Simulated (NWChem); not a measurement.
# CHAlFNO2; SMILES O=C=[N][Al]([OH])[F]

```xyz
7

Al    -0.1337    -0.9010     0.3978
F     -1.6075    -1.6197     0.2079
N      0.1194     0.6952    -0.3027
C      0.2353     1.7827    -0.7996
O      0.3573     2.8393    -1.2789
O      1.0463    -1.7381     1.2530
H      1.9392    -1.4492     1.4423
```
Atoms are numbered in this order, from 1.

Level: PBE0/def2-SVP (NWChem), optimised geometry, unscaled harmonic frequencies. 

| frequency (cm⁻¹) | IR intensity (km/mol) |
|---|---|
| 66 | 1.9 |
| 94 | 2.8 |
| 225 | 16.1 |
| 251 | 42.1 |
| 294 | 61.1 |
| 337 | 166.5 |
| 505 | 49.9 |
| 561 | 233.5 |
| 641 | 34.0 |
| 650 | 40.2 |
| 851 | 188.5 |
| 990 | 147.2 |
| 1536 | 41.8 |
| 2470 | 1386.3 |
| 4003 | 130.0 |

* **zero-point energy**: 19.3 kcal/mol
* **thermal correction to the enthalpy at 298.15 K (with zero-point energy)**: 24.2 kcal/mol
* **heat capacity Cv**: 22.0 cal/(mol K)
* **entropy at 298.15 K and 1 atm (symmetry number 1)**: 84.0 cal/(mol K)
* **dipole moment**: 2.23 D

Rigid rotor and harmonic oscillator; modes under 100 cm⁻¹ make the entropy uncertain.
